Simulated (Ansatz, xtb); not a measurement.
# Ranking isomers of C4H5FS2

3 gas-phase structures of C4H5FS2, from a drawn sample of its isomers (lower ones may exist). Each was relaxed with GFN2-xTB; where two conformers were screened, the lower at r2SCAN-D4/def2-SVP is listed:

A. `CC(=C=S)SCF`, a singlet
B. `F[C@@H]1C=CSSC1`, a singlet
C. `C=CSSC(=C)F`, a singlet

**Question.** Which do you expect lowest at r2SCAN-D4/def2-SVP, and how would the others follow?

**Answer.** Calculated order at r2SCAN-D4/def2-SVP: B (0.000), A (0.819), C (1.018) eV.

Energies above the lowest of each column, in eV; the last columns are at PBE-D3(BJ)/def2-SVP geometries:

```
structure  GFN2-xTB  HF/STO-3G  r2SCAN-D4/def2-SVP  PBE-D3(BJ)/def2-SVP  CCSD(T)/def2-SVP + ΔMP2/def2-TZVPP
        B     0.000      0.000               0.000                0.000                               0.000
        A     1.469      1.737               0.819                0.815                               0.965
        C     1.328      1.764               1.018                0.938                               0.956
```

Every level run on B puts it lowest or level with the lowest. CCSD(T)/def2-SVP + ΔMP2/def2-TZVPP orders those it was run on as B (0.000), C (0.956), A (0.965) eV. Less than 1 kcal/mol parts C and A, so the order within that pair means little. Flexible structures stand in one conformer each, not always the lowest. The ΔMP2 step shifts differences by up to 0.206 eV, which makes them less sure. ΔMP2 is the change of the MP2 energy from the smaller to the larger basis.

Programs: Ansatz 0.2.0, xtb 6.7.1.
